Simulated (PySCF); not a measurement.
Compound: C5H8Si.
Structure used (PBE0-D3(BJ)/def2-SVP), in Å, numbered top down from 1:
```xyz
14
C5H8Si angstrom
C      3.292    0.744    0.351
C      2.197    0.419   -0.071
Si     0.525   -0.061   -0.656
C     -0.964    1.015   -0.207
C     -1.706   -0.312    0.112
C     -0.508   -1.265    0.374
H      4.261    1.029    0.721
H      0.616   -0.410   -2.105
H     -0.758    1.589    0.711
H     -1.437    1.684   -0.939
H     -2.432   -0.247    0.939
H     -2.265   -0.650   -0.776
H     -0.637   -2.317    0.084
H     -0.192   -1.228    1.429
```

The closed-shell ground state was solved at several levels (PySCF, density fitting, gas phase, non-relativistic).

```json
{"level": "PBE0/cc-pVTZ", "basis functions": "296", "HOMO (eV)": "-7.70", "LUMO (eV)": "-0.33", "gap (eV)": "7.37", "dipole (D)": "0.51"}
{"level": "PBE0/aug-cc-pVDZ", "basis functions": "214", "HOMO (eV)": "-7.70", "LUMO (eV)": "-0.43", "gap (eV)": "7.27", "dipole (D)": "0.51"}
{"level": "PBE0/def2-TZVP", "basis functions": "240", "HOMO (eV)": "-7.71", "LUMO (eV)": "-0.40", "gap (eV)": "7.31", "dipole (D)": "0.52"}
{"level": "PBE0/IGLO-III", "basis functions": "299", "HOMO (eV)": "-7.72", "LUMO (eV)": "-0.44", "gap (eV)": "7.28", "dipole (D)": "0.51"}
{"level": "PBE0/pcSseg-0", "basis functions": "74", "HOMO (eV)": "-7.94", "LUMO (eV)": "-0.16", "gap (eV)": "7.78", "dipole (D)": "0.45"}
{"level": "PBE0/6-31G", "basis functions": "74", "HOMO (eV)": "-7.57", "LUMO (eV)": "0.15", "gap (eV)": "7.72", "dipole (D)": "0.54"}
{"level": "wB97X-D/pcSseg-1", "basis functions": "149", "HOMO (eV)": "-9.60", "LUMO (eV)": "1.42", "gap (eV)": "11.02", "dipole (D)": "0.49"}
{"level": "OPBE/pcSseg-1", "basis functions": "149", "HOMO (eV)": "-6.53", "LUMO (eV)": "-1.11", "gap (eV)": "5.42", "dipole (D)": "0.53"}
{"level": "B3LYP/def2-SVPD", "basis functions": "188", "HOMO (eV)": "-7.53", "LUMO (eV)": "-0.59", "gap (eV)": "6.94", "dipole (D)": "0.47"}
{"level": "B3LYP/pcSseg-1", "basis functions": "149", "HOMO (eV)": "-7.54", "LUMO (eV)": "-0.52", "gap (eV)": "7.02", "dipole (D)": "0.48"}
{"level": "LDA/def2-SVPD", "basis functions": "188", "HOMO (eV)": "-6.65", "LUMO (eV)": "-1.49", "gap (eV)": "5.16", "dipole (D)": "0.55"}
{"level": "BLYP/pcSseg-1", "basis functions": "149", "HOMO (eV)": "-6.40", "LUMO (eV)": "-1.07", "gap (eV)": "5.33", "dipole (D)": "0.48"}
```

Estimate the row for PBE0/6-311+G(2d,p), a basis of 218 functions; the other rows only guide the guess.

HOMO -7.73 eV, LUMO -0.49 eV, gap 7.24 eV, dipole 0.51 D.

Over all these levels, which gives the widest orbital gap and which the narrowest?

wB97X-D/pcSseg-1 (range-separated hybrid) has the widest, 11.02 eV, and LDA/def2-SVPD (LDA) the narrowest, 5.16 eV. Functional and basis both differ between the two, so the spread mixes both effects.

How much does the basis alone move the frontier levels among the 7 PBE0 rows (the withheld one included)?

The HOMO by 0.37 eV and the LUMO by 0.64 eV. By rising basis size (HOMO, LUMO in eV): pcSseg-0 -7.94, -0.16; 6-31G -7.57, 0.15; aug-cc-pVDZ -7.70, -0.43; 6-311+G(2d,p) -7.73, -0.49; def2-TZVP -7.71, -0.40; cc-pVTZ -7.70, -0.33; IGLO-III -7.72, -0.44.

How far do the dipole and the HOMO energy spread over the levels?

The dipole runs from 0.45 to 0.55 D (mean 0.50 D) and the HOMO from -9.60 to -6.40 eV.

One conformer stands for the species.
